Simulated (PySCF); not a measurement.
A structure optimised at B3LYP-D3(BJ)/def2-SVP, used in a PySCF frequency run:

```xyz
7

Re     0.0000     0.0000     0.0000
F      0.0000     1.8051     0.0000
F      0.0000    -1.8051     0.0000
F      0.0000     0.0000    -1.8051
F      1.8051     0.0000     0.0000
F     -1.8051     0.0000     0.0000
F      0.0000     0.0000     1.8051
```
Charge +1, spin multiplicity 1.

### Question
Write its SMILES, formula and point group.

### Answer
[F][Re+]([F])([F])([F])([F])[F], F₆Re, Oh

### Question
What are its rotational constants (standard atomic weights)?

### Answer
2.0410, 2.0410, 2.0410 GHz
